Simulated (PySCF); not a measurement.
Simulated characterisation data

Rapidly exchanging positions averaged, non-relativistic Hamiltonian, in vacuum, one conformer. GIAO PBE0/pcSseg-1 shieldings; geometry from GFN2-xTB; PySCF.

Chemical shifts δ = σref − σ; $^{1}$H and $^{13}$C vs TMS, all at this level. Splittings of carbon signals by F and P are missing where no couplings were computed. Where no couplings were computed, multiplicities follow the n + 1 count of equivalent neighbours, and m marks all less simple cases (inequivalent or close neighbours, rings, F or P nearby). Shifts are as computed. Against solution values, carbons near 30 ppm lie about +3 ppm off and those near 130 ppm about +5 ppm. Of 1309 compounds with measured shifts, 239 miss one by over three times the rms of a fit or turn the order of signals round; such compounds aren't used in these exercises.

Compound 1 (C$_{7}$H$_{5}$F$_{3}$). $^{1}$H NMR (600 MHz, computed): δ 5.78 (m, 1H), 5.48 (m, 1H), 3.26 (d, 2H), 1.51 (t, 1H). $^{13}$C{$^{1}$H} NMR (computed): δ 169.2, 140.1, 138.9, 121.1, 85.5, 77.3, 26.6. Structure: SMILES C#CCC(=C)C(F)=C(F)F.

Compound 2 (C$_{7}$H$_{5}$F$_{3}$). $^{1}$H NMR (600 MHz, computed): δ 6.95 (t, 1H), 2.84 (m, 2H), 2.64 (m, 2H). $^{13}$C{$^{1}$H} NMR (computed): δ 161.3, 132.8, 125.0, 88.6, 86.3, 35.6, 31.2. Structure: `InChI=1S/C7H5F3/c8-7(9,10)5-4-6-2-1-3-6/h2H,1,3H2`.
